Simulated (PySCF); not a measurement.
# Correlation energy of Ru (ruthenium, neutral)

[Kr] 4d7 5p1, one real determinant (an excited configuration). All numbers are calculated (PySCF 2.14, the spin-free X2C one-electron Hamiltonian (Gaussian nucleus), in aug-cc-pVTZ-DK (9s8p6d3f2g, 102 functions)). Frozen: [Kr]; 8 electrons correlated.

| level | correlation energy (mhartree) |
| --- | --- |
| CCSD | -178.02 |
| (T) | -8.13 |
| CCSD(T) | -186.15 |

Diagnostics: T1 = 0.027, D1 = 0.1032, largest double amplitude 0.055.

**Question.** Is a single reference adequate?

**Answer.** Yes, within this model without spin-orbit coupling: T1 lies below 0.03 and no double amplitude reaches 0.07.

The reference is one real determinant that mixes LS terms of this configuration.
